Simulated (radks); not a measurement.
Q: All-electron calculation, Dirac Kohn-Sham, BLYP, spin-unpolarised, spherical densities, finite nucleus; open shells are shared between the two j in proportion to 2j + 1; Fermi nuclear charge, rms radius of each element as measured or else 0.836 A^(1/3) + 0.57 fm. Program: a radial shooting solver on a logarithmic mesh with Libxc functionals. Each species is in its NIST ground configuration. Rank Fe4+, Cr4+, Mn4+, Co4+, Sc4+, Ni4+, V4+, Cu4+, Zn4+, Ti4+ by mean radius of the outermost orbital (bohr), largest first.

A: Sc4+ 1.09, V4+ 1.09, Ti4+ 1.03, Cr4+ 1.02, Mn4+ 0.972, Fe4+ 0.924, Co4+ 0.882, Ni4+ 0.843, Cu4+ 0.808, Zn4+ 0.776.
